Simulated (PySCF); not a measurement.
PySCF input file for FGe, SMILES [F][Ge] (connectivity only; charge and spin as stated), charge +1, multiplicity 1, TDA-CAM-B3LYP/def2-TZVPD. Geometry: PBE0-D3(BJ)/def2-TZVPD. The spin state was assumed, not searched.

```python
import numpy as np
from pyscf import gto, scf, dft, tdscf

mol = gto.M(
    atom='''
    F     0.00000000    0.00000000   -1.30900567
    Ge    0.00000000    0.00000000    0.36815785
    ''',
    basis='def2-TZVPD',
    charge=1,
    spin=0,
    symmetry=True,
    symmetry_subgroup='C2v',
    max_memory=1600,
    verbose=4,
)
mf = dft.RKS(mol, xc='cam-b3lyp').density_fit(auxbasis='def2-universal-jkfit')
mf.grids.level = 3
mf.conv_tol = 1e-9
mf.max_cycle = 100
mf.kernel()
mf.grids = dft.Grids(mol).set(level=1).build(with_non0tab=True)  # coarser grid for the response kernel
td = tdscf.TDA(mf)
td.singlet = True
td.nstates = 10
td.conv_tol = 1e-4
td.positive_eig_threshold = 1e-6
td.kernel(x0=td.get_init_guess(mf, 15))
td.analyze()
tt = tdscf.TDA(mf)
tt.singlet = False
tt.nstates = 4
tt.conv_tol = 1e-4
tt.positive_eig_threshold = 1e-6
tt.kernel(x0=tt.get_init_guess(mf, 9))
tt.analyze(verbose=3)
```

Program output:

```
PySCF version 2.14.0

[INPUT] verbose = 4
[INPUT] num. atoms = 2
[INPUT] num. electrons = 40
[INPUT] charge = 1
[INPUT] spin (= nelec alpha-beta = 2S) = 0
[INPUT] symmetry True subgroup C2v
[INPUT] Mole.unit = angstrom
[INPUT] Symbol           X                Y                Z      unit          X                Y                Z       unit  Magmom
[INPUT]  1 F      0.000000000000   0.000000000000  -1.309005670000 AA    0.000000000000   0.000000000000  -2.473662211803 Bohr   0.0
[INPUT]  2 Ge     0.000000000000   0.000000000000   0.368157850000 AA    0.000000000000   0.000000000000   0.695717507109 Bohr   0.0

nuclear repulsion = 90.8695156599638
point group symmetry = Coov, use subgroup C2v
symmetry origin: [0.0000000e+00 0.0000000e+00 7.8354498e-09]
symmetry axis x: [1. 0. 0.]
symmetry axis y: [0. 1. 0.]
symmetry axis z: [0. 0. 1.]
num. orbitals of irrep A1 = 42
num. orbitals of irrep A2 = 10
num. orbitals of irrep B1 = 21
num. orbitals of irrep B2 = 21
number of shells = 32
number of NR pGTOs = 161
number of NR cGTOs = 94
basis = def2-TZVPD
ecp = {}


******** <class 'pyscf.df.df_jk.DFSymAdaptedRKS'> ********
method = DFSymAdaptedRKS
initial guess = minao
damping factor = 0
level_shift factor = 0
DIIS = <class 'pyscf.scf.diis.CDIIS'>
diis_start_cycle = 1
diis_space = 8
diis_damp = 0
SCF conv_tol = 1e-09
SCF conv_tol_grad = None
SCF max_cycles = 100
direct_scf = False
XC library pyscf.dft.libxc version 7.1.2
    S. Lehtola, C. Steigemann, M. J. T. Oliveira, and M. A. L. Marques,  SoftwareX 7, 1–5 (2018)
XC functionals = cam-b3lyp
    T. Yanai, D. P. Tew, and N. C. Handy,  Chem. Phys. Lett. 393, 51 (2004)
radial grids:
    Treutler-Ahlrichs [JCP 102, 346 (1995); DOI:10.1063/1.469408] (M4) radial grids

becke partition: Becke, JCP 88, 2547 (1988); DOI:10.1063/1.454033
pruning grids: <function nwchem_prune>
grids dens level: 3
symmetrized grids: True
atomic radii adjust function: <function treutler_atomic_radii_adjust>
small_rho_cutoff = 0
Freeze 0 electrons in irreps []
    40 free electrons in irreps A1 A2 B1 B2
Set gradient conv threshold to 3.16228e-05
Initial guess from minao.
tot grids = 34904
******** <class 'pyscf.df.df.DF'> ********
auxbasis = def2-universal-jkfit
Create RSH-DF object <pyscf.df.df.DF object> for omega=0.33
******** <class 'pyscf.df.df.DF'> ********
auxbasis = auxmol.basis = def2-universal-jkfit
init E= -2176.31873350638
HOMO (A1) = -0.386400448864379  LUMO (B2) = -0.0835141016313976  gap/eV = 8.24196
cycle= 1 E= -2176.58917359705  delta_E= -0.27  |g|= 0.923  |ddm|= 1.17
HOMO (B1) = -0.619146691748584  LUMO (B2) = -0.366987062667972  gap/eV = 6.86161
cycle= 2 E= -2176.33735079231  delta_E= 0.252  |g|= 1.65  |ddm|= 1.32
HOMO (A1) = -0.734165506006548  LUMO (B1) = -0.345466150005251  gap/eV = 10.57705
cycle= 3 E= -2176.70144710703  delta_E= -0.364  |g|= 0.242  |ddm|= 0.752
HOMO (A1) = -0.712397576779729  LUMO (B1) = -0.332928312787967  gap/eV = 10.32588
cycle= 4 E= -2176.70785186549  delta_E= -0.0064  |g|= 0.0372  |ddm|= 0.109
HOMO (A1) = -0.709025621995671  LUMO (B2) = -0.326098615573619  gap/eV = 10.41997
cycle= 5 E= -2176.70802713886  delta_E= -0.000175  |g|= 0.00522  |ddm|= 0.0279
HOMO (A1) = -0.709006871374321  LUMO (B2) = -0.325852221415518  gap/eV = 10.42617
cycle= 6 E= -2176.70803269047  delta_E= -5.55e-06  |g|= 0.000865  |ddm|= 0.00523
HOMO (A1) = -0.708962548737603  LUMO (B1) = -0.325812627429741  gap/eV = 10.42604
cycle= 7 E= -2176.70803295458  delta_E= -2.64e-07  |g|= 0.000376  |ddm|= 0.00143
HOMO (A1) = -0.70895510684398  LUMO (B2) = -0.325845170967481  gap/eV = 10.42495
cycle= 8 E= -2176.70803298753  delta_E= -3.29e-08  |g|= 2.88e-05  |ddm|= 0.000428
HOMO (A1) = -0.70895600362239  LUMO (B1) = -0.325849647183734  gap/eV = 10.42485
cycle= 9 E= -2176.70803298828  delta_E= -7.51e-10  |g|= 3.14e-06  |ddm|= 8.77e-05
HOMO (A1) = -0.708955596371617  LUMO (B1) = -0.325849170186954  gap/eV = 10.42486
Extra cycle  E= -2176.70803298828  delta_E= -1.36e-12  |g|= 2.3e-06  |ddm|= 6.06e-06
converged SCF energy = -2176.70803298828
tot grids = 12720
Overwritten attributes  positive_eig_threshold  of <class 'pyscf.tdscf.rks.TDA'>


******** <class 'pyscf.tdscf.rks.TDA'> for <class 'pyscf.df.df_jk.DFSymAdaptedRKS'> ********
nstates = 10 singlet
deg_eia_thresh = 1.000e-03
wfnsym = None
conv_tol = 0.0001
eigh lindep = 1e-12
eigh level_shift = 0
eigh max_cycle = 100


Excitation energies (eV)
[ 7.0412706   7.0412706   7.62873038  7.78194603  7.78198611  9.09839881
 11.14335921 11.14335921 11.85902242 12.22031504]

** Singlet excitation energies and oscillator strengths **
Excited State   1:   B1      7.04127 eV    176.08 nm  f=0.1510
      17 -> 21       -0.14633
      20 -> 21        0.68762
Excited State   2:   B2      7.04127 eV    176.08 nm  f=0.1510
      17 -> 22       -0.14633
      20 -> 22        0.68762
Excited State   3:   A2      7.62873 eV    162.52 nm  f=0.0000
      18 -> 22        0.49786
      19 -> 21       -0.49786
Excited State   4:   A2      7.78195 eV    159.32 nm  f=0.0000
      18 -> 22        0.49827
      19 -> 21        0.49827
Excited State   5:   A1      7.78199 eV    159.32 nm  f=0.0000
      18 -> 21        0.49827
      19 -> 22       -0.49827
Excited State   6:   A1      9.09840 eV    136.27 nm  f=0.0000
      18 -> 21       -0.41792
      19 -> 22       -0.41792
      20 -> 23        0.36352
Excited State   7:   B2     11.14336 eV    111.26 nm  f=0.0011
      17 -> 22       -0.20740
      19 -> 23       -0.66879
Excited State   8:   B1     11.14336 eV    111.26 nm  f=0.0011
      17 -> 21        0.20740
      18 -> 23        0.66879
Excited State   9:   A1     11.85902 eV    104.55 nm  f=1.1706
      18 -> 21       -0.22947
      19 -> 22       -0.22947
      20 -> 23       -0.58847
Excited State  10:   B1     12.22032 eV    101.46 nm  f=0.5091
      17 -> 21        0.65086
      18 -> 23       -0.20542
      20 -> 21        0.14255

** Transition electric dipole moments (AU) **
state          X           Y           Z        Dip. S.      Osc.
  1         0.9357     -0.0000      0.0000      0.8756      0.1510
  2         0.0000      0.9357      0.0000      0.8756      0.1510
  3         0.0000     -0.0000      0.0000      0.0000      0.0000
  4         0.0000      0.0000      0.0000      0.0000      0.0000
  5         0.0000     -0.0000      0.0000      0.0000      0.0000
  6         0.0000      0.0000     -0.0067      0.0000      0.0000
  7         0.0000      0.0626     -0.0000      0.0039      0.0011
  8        -0.0626      0.0000     -0.0000      0.0039      0.0011
  9         0.0000      0.0000     -2.0073      4.0291      1.1706
 10         1.3041      0.0000      0.0000      1.7006      0.5091

** Transition velocity dipole moments (imaginary part, AU) **
state          X           Y           Z        Dip. S.      Osc.
  1         0.0890     -0.0000      0.0000      0.0079      0.0204
  2         0.0000      0.0890      0.0000      0.0079      0.0204
  3        -0.0000     -0.0000      0.0000      0.0000      0.0000
  4         0.0000     -0.0000      0.0000      0.0000      0.0000
  5        -0.0000     -0.0000      0.0000      0.0000      0.0000
  6         0.0000      0.0000      0.1010      0.0102      0.0203
  7         0.0000      0.0665     -0.0000      0.0044      0.0072
  8        -0.0665      0.0000     -0.0000      0.0044      0.0072
  9         0.0000      0.0000     -0.6072      0.3687      0.5641
 10         0.3265      0.0000      0.0000      0.1066      0.1583

** Transition magnetic dipole moments (imaginary part, AU) **
state          X           Y           Z
  1        -0.0000     -1.1594      0.0000
  2         1.1594      0.0000      0.0000
  3         0.0000     -0.0000     -0.0000
  4        -0.0000      0.0000     -0.0000
  5         0.0000      0.0000      0.0000
  6        -0.0000      0.0000      0.0000
  7        -0.1506      0.0000      0.0000
  8        -0.0000     -0.1506     -0.0000
  9        -0.0000      0.0000     -0.0000
 10        -0.0000     -0.1134      0.0000


******** <class 'pyscf.tdscf.rks.TDA'> for <class 'pyscf.df.df_jk.DFSymAdaptedRKS'> ********
nstates = 4 triplet
deg_eia_thresh = 1.000e-03
wfnsym = None
conv_tol = 0.0001
eigh lindep = 1e-12
eigh level_shift = 0
eigh max_cycle = 100


Excitation energies (eV)
[5.00961081 5.00961081 7.1405897  7.34602963]

** Triplet excitation energies and oscillator strengths **
Excited State   1:   B1      5.00961 eV    247.49 nm  f=0.0000
Excited State   2:   B2      5.00961 eV    247.49 nm  f=0.0000
Excited State   3:   A1      7.14059 eV    173.63 nm  f=0.0000
Excited State   4:   A2      7.34603 eV    168.78 nm  f=0.0000
```

The run converged.

Cost: very roughly 15 core-seconds.
